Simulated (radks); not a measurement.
Results of a calculation; reference values are marked as such.
Species: the cadmium ion Cd4+. Configuration: [Ar] 3d10 4s1 4p6 4d9 (not the ground configuration).

Code: a radial shooting solver on a logarithmic mesh with Libxc functionals. Model: scalar-relativistic Kohn-Sham, RPBE, spin-unpolarised, spherical densities, point nucleus.

Energy parts (hartree):
total: -5587.05939
kinetic: 5813.92336
electron-nucleus: -13417.58789
Hartree: 2169.30782
exchange-correlation: -152.70268

Orbitals (lengths in bohr, moments of r in powers of bohr):
| orbital | occ. | eigenvalue (hartree) | <1/r> | <r^2> | <r^4> |
|---|---|---|---|---|---|
| 1s | 2 | -977.0769 | 50.65 | 0.001249 | 4.063e-06 |
| 2s | 2 | -146.9001 | 11.52 | 0.02043 | 0.0007170 |
| 2p | 6 | -132.0186 | 11.11 | 0.01611 | 0.0005147 |
| 3s | 2 | -29.13063 | 4.065 | 0.1466 | 0.03288 |
| 3p | 6 | -24.24891 | 3.872 | 0.1478 | 0.03503 |
| 3d | 10 | -16.61710 | 3.644 | 0.1330 | 0.03291 |
| 4s | 1 | -5.93238 | 1.591 | 0.8522 | 1.076 |
| 4p | 6 | -4.47478 | 1.446 | 1.005 | 1.548 |
| 4d | 9 | -2.34576 | 1.161 | 1.519 | 3.969 |

The highest occupied level is 4d at -63.831 eV. The density falls to 0.001 e/bohr^3 at r = 2.86 bohr. Summed over all electrons, <r^2> = 23.20 bohr^2, which gives a Langevin (diamagnetic) susceptibility term of -18.4 x 10^-6 cm^3/mol.
